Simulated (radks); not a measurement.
Problem. Spherical quantum dot in the effective-mass picture: electrons in a well V = -V0 / (1 + exp((r - R)/a)) with V0 = 1.87, R = 11.8, a = 0.36, with a point charge +2 (a donor) at the centre, all in effective atomic units (hartree* = m*/eps^2 hartree, bohr* = eps/m* bohr), one dielectric constant everywhere. Calculated with a radial shooting solver with Libxc functionals: non-relativistic Kohn-Sham, LDA (Slater exchange, Perdew-Wang correlation), spin-polarised, spherical densities. Levels are named by radial order and angular momentum (1s, 1p, 1d, 2s, ...), and open shells are averaged over m. At N = 3 the configuration is 1s2 2s(up 1, down 0). Does electron 4 go into 1p down or 1p up or 2s down?

Solution. Into 2s down. The total energies of the other choices lie higher by 0.0116 hartree* (1p up), 0.0223 hartree* (1p down).
